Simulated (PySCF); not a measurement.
bromotrifluoromethane (CBrF3), SMILES FC(F)(F)Br. Atoms are numbered in the order given.

```xyz
5

F      1.0784    -0.6226    -1.2766
C      0.0000     0.0000    -0.8233
F     -1.0784    -0.6226    -1.2766
F      0.0000     1.2452    -1.2766
Br     0.0000     0.0000     1.1259
```

Geometry optimised at B3LYP-D3(BJ)/def2-SVP.

Level of theory: SMD-PBE0/6-31G* (PySCF).

Solvation free energies are E(SMD) − E(gas) at the gas-phase geometry, for 1 M in both phases. Bromine has the revised SMD18 radius of 2.60 Å. In vacuum the dipole moment is 0.05 D.

| solvent | ΔG(solv) (kcal/mol) | its non-electrostatic (CDS) part | dipole (D) |
|---|---|---|---|
| water | 2.0 | 2.5 | 0.02 |
| dichloromethane | -1.3 | -0.9 | 0.03 |
| benzene | -1.3 | -1.1 | 0.04 |
